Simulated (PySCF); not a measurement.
Start geometry of `[SiH3]c1cc[o+]cc1` from GFN2-xTB (Å):
```
atom  x, y, z in Å
Si1    2.3390   -0.0563    0.1048
C2     0.4083    0.0041    0.0138
C3    -0.3192    1.1913    0.1699
C4    -1.6920    1.1656    0.0988
O5    -2.3545    0.0541   -0.1131
C6    -1.7158   -1.0824   -0.2599
C7    -0.3448   -1.1580   -0.2042
H8     2.5718   -0.7562    1.3649
H9     2.7095   -0.8242   -1.0790
H10    2.7589    1.3387    0.0896
H11    0.1882    2.1262    0.3442
H12   -2.3251    2.0383    0.2060
H13   -2.3682   -1.9307   -0.4278
H14    0.1433   -2.1111   -0.3302
```

Task: What comes out of this run: PySCF 2.14.0, PBE0-D3(BJ)/def2-SVP geometry optimisation, gas phase?

Result: 
```
atom  x, y, z in Å
Si1    2.6228   -0.1872    0.0161
C2     0.7039   -0.1297   -0.0914
C3    -0.0145    1.0712    0.0650
C4    -1.3871    1.0555   -0.0041
O5    -2.0423   -0.0690   -0.2154
C6    -1.4197   -1.2225   -0.3698
C7    -0.0498   -1.2992   -0.3156
H8     2.9244   -0.8910    1.2924
H9     3.0776   -0.9685   -1.1641
H10    3.0897    1.2217    0.0108
H11    0.4872    2.0259    0.2392
H12   -2.0484    1.9185    0.1009
H13   -2.1068   -2.0549   -0.5369
H14    0.4210   -2.2760   -0.4517
```

The energy falls by 0.070 eV over 5 energy and gradient evaluations, the largest force component goes from 0.0176 to 2.4e-04 Eh/bohr, and the atoms move by 0.033 Å rms after alignment. Among the bonds, Si1–H8, Si1–H9 and Si1–H10 change most and about equally (+0.027 to +0.028 Å). Bonds longer at the end by more than 0.005 Å: 11 of 14; shorter: 1. Among the angles that change most is C2–Si1–H8, from 102.4° to 105.3°. Rotational constants go from 5707, 1438, 1164 to 5588, 1445, 1165 MHz. The orientation of the end geometry is arbitrary; only internal coordinates are fixed.

The run used 137 basis functions and 35 SCF cycles in all. The run took 34 s of wall time on Intel Xeon Platinum 8488C, one thread, no GPU, shared host with 96 logical CPUs at a one-minute load of 19, and the process peaked at 0.72 GiB of memory.

Whether it is a minimum is left open (no frequencies).
